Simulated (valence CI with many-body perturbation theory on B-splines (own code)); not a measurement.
How close is CI+MBPT for Ni⁶⁺?

Calculated by valence CI with perturbative core correlation (CI+MBPT): four valence electrons over a frozen Dirac-Fock core [Ar], a basis of 9 s, 9 p, 10 d, 8 f, 5 g, 3 h, 1 i functions for each j, with the one-electron correlation potential Σ1 (screened to all orders), the two-electron term Σ2, the three-electron term Σ3, Breit, model QED; selected single and double excitations, second order for the rest, scaled by the run's own slope (own B-spline code, finite nucleus).

Set against measurement, 16 paired levels are off by 460 cm⁻¹ on average, the worst by 1211. These come from a selection out of Corliss and Sugar, J. Phys. Chem. Ref. Data 10, 197 (1981). Levels without a partner in it may be off by more, other configurations by 1,000 to 8,000 cm⁻¹. The list stops below the first excitations out of the core. Only levels of the ground parity were solved; by the run's estimate the other parity begins above the list, which can be wrong where configurations are misplaced.

Measured levels: Corliss and Sugar, J. Phys. Chem. Ref. Data 10, 197 (1981). Pairs share parity and J, and are chosen by configuration, term and nearness in energy; levels without a clear partner are left out. Energies in cm⁻¹ above the measured ground level. The last column is blank where CI alone has no clear partner.

Letters in brackets count levels of one name in rising energy.

| Computed label | Label in the source | Measured | Computed | Difference | CI alone, difference |
| --- | --- | --- | --- | --- | --- |
| 3d4 5D_0 | 3d4 5D | 0 | 0.0 | 0 | 0 |
| 3d4 5D_1 | 3d4 5D | 279 | 279.8 | +1 | +23 |
| 3d4 5D_2 | 3d4 5D | 804 | 799.9 | -4 | -13 |
| 3d4 5D_3 | 3d4 5D | 1520 | 1513.7 | -6 | -11 |
| 3d4 5D_4 | 3d4 5D | 2392 | 2379.2 | -13 | +4 |
| 3d4 3P_0 [a] | 3d4 3P | 30077 | 30374.0 | +297 | -26 |
| 3d4 3H_4 | 3d4 3H | 31672 | 30505.0 | -1167 | -426 |
| 3d4 3P_1 [a] | 3d4 3P | 31836 | 32112.8 | +277 | -144 |
| 3d4 3H_5 | 3d4 3H | 32286 | 31096.3 | -1190 | -416 |
| 3d4 3H_6 | 3d4 3H | 32877 | 31666.0 | -1211 | -328 |
| 3d4 3F_2 [a] | 3d4 3F | 34247 | 34000.9 | -246 |  |
| 3d4 3F_3 [a] | 3d4 3F | 34317 | 34019.6 | -297 | +295 |
| 3d4 3P_2 [a] | 3d4 3P | 34555 | 34798.0 | +243 |  |
| 3d4 3F_4 [a] | 3d4 3F | 34576 | 34254.3 | -322 | +328 |
| 3d4 3G_3 | 3d4 3G | 38160 | 37495.6 | -664 | +622 |
| 3d4 3G_4 | 3d4 3G | 38746 | 38058.9 | -687 | +683 |
| 3d4 3G_5 | 3d4 3G | 39247 | 38518.9 | -728 | +720 |

Over 16 excited levels the mean absolute difference is 460 cm⁻¹, the median 297 and the largest 1211. For the 14 levels that pair on every rung the mean is CI alone 289, + Σ1 413, + Σ2 282, + Σ3 364, + Breit 496, + QED 490. The comparison draws on a selection of the measured levels: 17 of the 42 computed ones have a partner in it, and others may be off by more.
